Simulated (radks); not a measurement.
The arsenic ion As2+, configuration [Ar] 3d10 4s2 4p1. All-electron calculation, scalar-relativistic Kohn-Sham, PBE, spin-polarised, spherical densities, point nucleus; open shells are filled with parallel spins first. Program: a radial shooting solver on a logarithmic mesh with Libxc functionals.

Unscreened Slater integrals over Kohn-Sham orbitals (hartree). They are taken over the spin-up orbitals. Empty in this configuration: 5s.

integral       value
F0(4p,4p)    0.42158
F2(4p,4p)    0.22320
F0(4p,4s)    0.45434
G1(4p,4s)    0.30238
F0(4p,3d)    0.54502
F2(4p,3d)    0.11374
G1(4p,3d)   0.041361
G3(4p,3d)   0.036731
F0(4p,3p)    0.54908
F2(4p,3p)    0.10278
G0(4p,3p)   0.025451
G2(4p,3p)   0.029261
F0(4p,5s)    0.25486
G1(4p,5s)   0.028166
F0(4s,4s)    0.49793
F0(4s,3d)    0.63160
G2(4s,3d)   0.060049
F0(4s,3p)    0.63761
G1(4s,3p)   0.041522
F0(4s,5s)    0.26153
G0(4s,5s)   0.016771
F0(3d,3d)     1.3646
F2(3d,3d)    0.64201
F4(3d,3d)    0.40156
F0(3d,3p)     1.4069
F2(3d,3p)    0.67027
G1(3d,3p)    0.81835
G3(3d,3p)    0.50259
F0(3d,5s)    0.28530
G2(3d,5s)   0.010061
F0(3p,3p)     1.4640
F2(3p,3p)    0.73250
F0(3p,5s)    0.28650
G1(3p,5s)  0.0079575
F0(5s,5s)    0.20855

Derived for the open shells (J is the average intra-shell exchange parameter used in DFT+U). 4p: J = F2/5 = 0.04464 hartree.
